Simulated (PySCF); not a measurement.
**How methods differ on the ionisation energy of S²⁺**

S²⁺ [Ne] 3s2 3p2 (3P) → S³⁺ [Ne] 3s2 3p1 (2P), as a difference of total energies. All numbers are calculated (PySCF 2.14, the non-relativistic Hamiltonian (point nucleus), in aug-cc-pwCVDZ). Correlated levels: nothing frozen. The calculations carry no spin-orbit coupling.

```json
{"method": "UHF", "ionisation energy (eV)": "34.144"}
{"method": "MP2 (all electrons)", "ionisation energy (eV)": "34.487"}
{"method": "SCS-MP2 (all electrons)", "ionisation energy (eV)": "34.401"}
{"method": "CCSD (all electrons)", "ionisation energy (eV)": "34.517"}
{"method": "CCSD(T) (all electrons)", "ionisation energy (eV)": "34.526"}
```

Q: How much does correlation contribute at CCSD(T) (all electrons)?

A: 34.526 − (34.144) = 0.382 eV, measured against UHF.

A first-order spin-orbit estimate (lowest level to lowest level, LS coupling) adds -0.008 eV.

Errors of the correlated levels include the incompleteness of this basis.

For comparison: 34.86 ± 0.04 eV (semi-empirical (NIST evaluation); NIST Atomic Spectra Database, ionization energies).
